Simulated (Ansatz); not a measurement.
Al(NH3)Cl3 (AlNCl3H3). Charge 0, multiplicity 3. Geometry r2SCAN-D4/def2-SVP, that of the neutral singlet; atoms count from 1.

```xyz
8

Al    0.857    0.240   -0.463
N    -0.862   -0.241    0.466
H    -1.403   -0.923   -0.073
H    -1.459    0.579    0.604
H    -0.690   -0.651    1.388
Cl    1.595    1.737    0.846
Cl    0.111    0.893   -2.339
Cl    1.851   -1.634   -0.429
```

At PBE0-D4/def2-TZVP a singlet of charge 0 lies 7.14 eV below the triplet at the same geometry.

Q: Estimate the Mulliken populations from the PBE0/def2-TZVP orbitals of Ansatz.

A: 
```tsv
atom	charge (e)	spin (α − β)
Al1	0.03	0.65
N2	-0.19	-0.31
H3	0.11	0.20
H4	0.11	0.20
H5	0.11	0.20
Cl6	-0.05	0.35
Cl7	-0.05	0.35
Cl8	-0.05	0.35
```
Mulliken values and Mayer orders depend strongly on the basis.

Q: Where does the spin sit?

A: Summed by element: Al 0.65, N -0.31, H 0.60, Cl 1.05, of 2 unpaired in all. Largest on single atoms: Al1 0.65, Cl6 0.35, Cl7 0.35.

Q: And the Mayer bond orders between bonded heavy atoms (over 0.3)?

A: Al1–Cl6 0.89 (2.12 Å); Al1–Cl7 0.89 (2.12 Å); Al1–Cl8 0.89 (2.12 Å).
